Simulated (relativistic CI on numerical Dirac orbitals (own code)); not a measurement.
d1 to d9 in one octahedral field

Computed with a parametric ligand-field model without spin-orbit coupling, by exact diagonalisation: B = 590, C = 2880, 10Dq = 19100 cm⁻¹ (Oh; |10Dq|/B = 32.4) for every shell. Energies in cm⁻¹; the field energy is (0.6 n_e − 0.4 n_t2) × 10Dq of the ground term; g labels are left out.

```csv
Shell,Ground term,Electrons in e,Field energy,First spin-allowed bands,Lowest term of other spin
d1,2T2,0.000,-7640,2E 19100,
d2,3T1,0.020,-14902,"3T2 17833, 3T1 25416",1T2 9580
d3,4A2,0.000,-22920,"4T2 19100, 4T1 25324",2E 13120
d4,?,?,?,?,?
d5,2T2,0.060,-37053,"2A2 15923, 2T1 16113",6A1 2396
d6,1A1,0.047,-44933,"1T1 17245, 1T2 24942",3T1 11113
d7,2E,1.034,-33725,"2T1 17097, 2T2 17757",4T1 5677
d8,3A2,2.000,-22920,"3T2 19100, 3T1 25324",1E 10373
d9,2E,3.000,-11460,2T2 19100,
```

Task: Fill in the row of d4.

Result: Ground term: 3T1; Electrons in e: 0.034; Field energy: -29907; First spin-allowed bands: 3E 16614, 3T1 17374; Lowest term of other spin: 5E 2106. Low spin: d4, d5, d6, d7; the other shells keep the spin of the free ion. Only d4 to d7 can choose; the field needed to pair spins is smallest for d6 and largest for d5, which loses most exchange energy. In the strong-field picture 10Dq must exceed about 6B + 5C = 17940 (d4), 7.5B + 5C = 18825 (d5), 2.5B + 4C = 12995 (d6) and 4B + 4C = 13880 (d7); mixing of terms shifts these bounds somewhat.
